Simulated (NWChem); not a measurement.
Molecule: C₂H₅ClSi₂; SMILES C1=C[Si@@H]([SiH2]1)Cl

```xyz
10

Cl     0.2496    -2.2017     0.3370
Si    -0.1286    -0.4007    -0.6319
C     -1.5104     0.6415     0.0976
C     -0.8996     1.8086     0.4227
Si     0.9443     1.5561     0.0655
H     -0.2796    -0.7369    -2.0784
H     -2.5851     0.4595     0.2287
H     -1.4429     2.6767     0.8208
H      1.5656     2.5076    -0.9080
H      1.8055     1.4946     1.2856
```
Atoms are numbered in this order, from 1.

Level: PBE0/def2-SVP (NWChem), optimised geometry, unscaled harmonic frequencies. 

```tsv
frequency (cm⁻¹)	IR intensity (km/mol)
101	0.7
144	1.2
268	2.1
384	7.4
446	6.4
504	14.0
565	67.4
589	20.8
656	49.2
700	9.9
744	71.9
763	31.0
781	76.9
830	195.7
945	110.0
1029	0.3
1059	2.8
1276	20.1
1568	0.7
2219	116.1
2231	43.2
2234	154.2
3154	4.4
3177	10.6
```

The zero-point energy is 37.7 kcal/mol. The thermal correction to the enthalpy at 298.15 K (with zero-point energy) comes out as 42.4 kcal/mol, the heat capacity Cv is 23.7 cal/(mol K) and the entropy at 298.15 K and 1 atm (symmetry number 1) is 81.2 cal/(mol K). The dipole moment is 1.78 D.

Rigid rotor and harmonic oscillator.
